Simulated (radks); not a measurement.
Fractional charge and spin in the 6s shell of tungsten: the spin-up occupation runs from 0 to 1 and the spin-down occupation from 0 to 1; the fullest corner is W, [Xe] 4f14 5d(up 2, down 2) 6s(up 1, down 1). All-electron calculation, scalar-relativistic Kohn-Sham, PBE, spin-polarised, spherical densities, point nucleus. Program: a radial shooting solver on a logarithmic mesh with Libxc functionals. Energy (eV) minus the two flat planes that join the four corners (they meet along the diagonal where the two added fractions sum to one electron); zero is where a piecewise linear energy would lie.

down \ up,0,0.25,0.5,0.75,1
0,0.000,-0.633,-0.841,-0.628,0.000
0.25,-0.633,-0.785,-0.521,0.154,-0.569
0.5,-0.841,-0.521,0.205,-0.471,-0.753
0.75,-0.628,0.154,-0.471,-0.707,-0.561
1,0.000,-0.569,-0.753,-0.561,0.000

Corners above the fullest one (they belong to W+ and the next ion): (up 1, down 0) 8.678 eV, (up 0, down 1) 8.678 eV, (up 0, down 0) 24.563 eV. With half an added electron in each spin the energy lies 0.205 eV from the planes, and with half an added electron in spin up alone -0.841 eV. The planes are only a guide here: the flat-plane condition holds for ground states with one frontier orbital, while this shell lies below other occupied shells, so the corners above the fullest one are inner-hole states and not the ground states of those ions.
